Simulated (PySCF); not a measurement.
Molecule: SMILES C/N=C\[SiH2]P, C$_{2}$H$_{8}$NPSi.

Bonds (- single, = double, # triple, : aromatic): C1-N2 1.433 Å, N2=C3 1.270 Å, C3-Si4 1.914 Å, Si4-P5 2.270 Å. C1 carries H6, H7, H8; C3 carries H9; Si4 carries H10, H11; P5 carries H12, H13. Stereochemistry as in C/N=C\[SiH2]P.

Geometry PBE0-D3(BJ)/def2-SVP throughout; GIAO in PySCF 2.14.0 with density-fitted response routines, gas phase, one conformer, non-relativistic; equivalent atoms averaged; basis pcSseg-1.

(1) How do the absolute shieldings σ depend on the functional? (ppm; last column core-seconds on shared hosts with different chips, so compare them loosely; the GGAs took longer than the global hybrids here, which isn't the general rule, and the cause wasn't traced)

(2) Which nucleus moves most, in ppm?

## Answers

(1) 
```csv
functional,kind,C3,C1,N2,Si4,P5,H9,H10/H11,H6/H7/H8,H12/H13,core-s
HF,Hartree–Fock,16.5,144.0,-232.7,453.5,623.0,23.26,27.40,28.04,30.13,5.4
LDA,LDA,1.5,125.3,-227.6,403.7,593.2,22.10,25.87,26.82,28.99,13
PBE,GGA,8.9,126.2,-209.3,413.9,589.0,22.59,26.45,27.30,29.47,16
BLYP,GGA,3.6,121.7,-215.0,399.1,565.1,22.89,26.74,27.50,29.74,17
BP86,GGA,8.7,125.6,-207.7,411.7,585.4,22.70,26.53,27.36,29.54,15
OPBE,GGA,20.5,133.0,-183.3,435.6,607.0,22.52,26.55,27.38,29.46,17
KT2,GGA,23.8,130.8,-176.5,439.4,609.7,22.94,26.47,27.36,29.46,16
KT3,GGA,23.9,131.1,-171.5,438.4,599.6,23.03,26.80,27.57,29.69,16
B97-D,GGA,12.4,126.6,-193.2,418.7,580.2,22.94,26.84,27.56,29.73,16
B3LYP,global hybrid,5.3,126.8,-222.0,409.2,579.6,22.92,26.84,27.57,29.79,9.9
PBE0,global hybrid,10.9,132.0,-217.4,425.2,604.8,22.68,26.63,27.44,29.58,10
mPW1PW91,global hybrid,10.0,131.1,-217.6,422.6,600.0,22.76,26.72,27.51,29.65,11
WP04,global hybrid,-3.2,120.2,-211.1,397.7,541.0,23.35,27.58,27.98,30.19,12
B97-2,global hybrid,13.7,132.0,-204.4,427.5,599.4,22.87,26.84,27.58,29.71,13
BHandHLYP,global hybrid,8.4,133.5,-228.9,424.5,596.9,23.02,27.02,27.71,29.89,14
CAM-B3LYP,range-separated hybrid,5.5,131.1,-225.3,414.1,589.9,22.92,26.82,27.56,29.76,16
wB97X-D,range-separated hybrid,10.3,132.7,-218.6,423.7,601.1,22.90,26.81,27.60,29.75,16
LC-wPBE,range-separated hybrid,10.2,137.9,-215.5,429.3,613.1,22.89,26.84,27.62,29.70,22
```

(2) P5 (phosphorus bonded to Si, 2 H): from 541.0 ppm with WP04 to 623.0 ppm with HF. The smallest spread is 1.20 ppm, at H12/H13. Proton shifts span only some 12 ppm, so a few tenths of a ppm matter as much there as several ppm in carbon.
